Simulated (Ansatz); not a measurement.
Series GeCl3X: PBE-D4/def2-TZVP single points in Ansatz on relaxed structures, gas phase. Core potentials for I, no spin–orbit coupling. Binding counts from free atoms in the multiplicity of their measured ground term, without zero-point energy. A dash marks a value that wasn't run or was left out as unsound. The structures are stationary points that may keep the symmetry of their start. Remarks come from the PBE and PBE0 runs and from stability tests at other levels; not every state was tested. HOMO above LUMO (over both spins in singlets and doublets, within one spin in higher multiplets; at PBE or PBE0), or a gap under 0.15 eV within one spin, warns that the state may not be the lowest or that an electron is smeared out.

Problem. Estimate the order by vertical IE (eV), lowest first.
A. Ge(SiH3)Cl3 (SiGeH3Cl3) (singlet)
B. GeMeCl3 (CH3Cl3Ge) (singlet)
C. GeFCl3 (GeCl3F) (singlet)
D. GeCl3(OiPr) (C3H7Cl3GeO) (singlet)
E. Ge(NMeEt)Cl3 (C3H8Cl3GeN) (singlet)
F. GeHCl3 (singlet)

Solution. E (8.67), D (9.92), A (10.06), B (10.52), F (10.85), C (11.26).

In full:

| species | atoms | state | geometry | HOMO (eV) | LUMO (eV) | gap (eV) | vertical IE (eV) | vertical triplet (eV) | binding per atom (eV) | point group (within 0.1 Å) | remarks |
| --- | --- | --- | --- | --- | --- | --- | --- | --- | --- | --- | --- |
| GeFCl3 (GeCl3F) | 5 | singlet | PBE0-D4/def2-SVP | -8.33 | -3.17 | 5.17 | 11.26 | 5.20 | 3.26 | C3v | gap within one spin near zero at PBE or PBE0 (+1 doublet), gap within one spin near zero at PBE or PBE0 (triplet) |
| GeICl3 | 5 | singlet | PBE0-D4/def2-SVP | -7.24 | -3.62 | 3.62 | – | – | 2.78 | C3v | gap within one spin near zero at PBE or PBE0 (+1 doublet), HOMO above LUMO (+1 doublet), gap within one spin near zero at PBE or PBE0 (triplet), HOMO above LUMO (triplet) |
| GeHCl3 | 5 | singlet | PBE0-D4/def2-SVP | -7.94 | -2.50 | 5.43 | 10.85 | 5.48 | 2.87 | C3v | gap within one spin near zero at PBE or PBE0 (+1 doublet), gap within one spin near zero at PBE or PBE0 (triplet) |
| Ge(OH)Cl3 (GeCl3OH) | 6 | singlet | PBE0-D4/def2-SVP | -7.99 | -2.77 | 5.22 | – | – | 3.34 | Cs | gap within one spin near zero at PBE or PBE0 (+1 doublet), HOMO above LUMO (+1 doublet), gap within one spin near zero at PBE or PBE0 (triplet), HOMO above LUMO (triplet) |
| GeMeCl3 (CH3Cl3Ge) | 8 | singlet | r2SCAN-D4/def2-SVP | -7.72 | -2.25 | 5.46 | 10.52 | 5.49 | 3.49 | – | gap within one spin near zero at PBE or PBE0 (+1 doublet), gap within one spin near zero at PBE or PBE0 (triplet) |
| Ge(SiH3)Cl3 (SiGeH3Cl3) | 8 | singlet | PBE-D4/def2-SVP | -7.51 | -2.71 | 4.79 | 10.06 | 4.64 | 2.96 | C3 | – |
| Ge(vinyl)Cl3 (C2H3Cl3Ge) | 9 | singlet | PBE0-D4/def2-SVP | -7.64 | -2.37 | 5.28 | – | 4.31 | 3.84 | – | gap within one spin near zero at PBE or PBE0 (+1 doublet), HOMO above LUMO (+1 doublet) |
| GeCl3(OiPr) (C3H7Cl3GeO) | 15 | singlet | r2SCAN-D4/def2-SVP | -7.15 | -2.69 | 4.46 | 9.92 | – | 3.92 | – | gap within one spin near zero at PBE or PBE0 (+1 doublet), gap within one spin near zero at PBE or PBE0 (triplet), HOMO above LUMO (triplet) |
| Ge(NMeEt)Cl3 (C3H8Cl3GeN) | 16 | singlet | PBE-D4/def2-SVP | -5.82 | -2.62 | 3.21 | 8.67 | 3.91 | 3.83 | – | – |

The gap (eV) runs from 3.21 (Ge(NMeEt)Cl3) to 5.46 (GeMeCl3). The vertical IE (eV) runs from 8.67 (Ge(NMeEt)Cl3) to 11.26 (GeFCl3). The vertical triplet (eV) runs from 3.91 (Ge(NMeEt)Cl3) to 5.49 (GeMeCl3).
